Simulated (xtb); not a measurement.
C3H9N, charge -1, doublet, at the geometry of the source list (a state made from the parent by changing its charge; the spin is typed, not shown lowest). Base run: GFN2-xTB in xtb 6.7.1.

Input for xtb:
```
$ xtb mol.xyz --gfn 2 --chrg -1 --uhf 1 --json

# file mol.xyz
13

C     -0.61420000     1.11590000     0.56410000
C     -0.09010000     0.02020000    -0.36040000
C      1.35060000    -0.34120000    -0.00900000
N     -0.92020000    -1.16670000    -0.18850000
H      0.00310000     2.00670000     0.48570000
H     -0.60020000     0.76100000     1.59070000
H     -1.63700000     1.37810000     0.30330000
H     -0.11220000     0.39990000    -1.40170000
H      1.72360000    -1.11430000    -0.67700000
H      1.39180000    -0.71630000     1.00970000
H      1.99300000     0.53090000    -0.09460000
H     -0.60270000    -1.91270000    -0.79820000
H     -1.88540000    -0.96140000    -0.42410000
```

Variants of this job, named by their change:

| change | ΔE vs base (kcal/mol) | SCF cycles |
|---|---|---|
| base | 0.000 | 10 |
| etemp = 3000 | -1.68 | 10 |
| gbsa = thf | -44.23 | 10 |
| acc = 30 | 0.000 | 7 |

ALPB and GBSA are two models with their own fitted parameters for each solvent, which aren't always the measured dielectric constant.
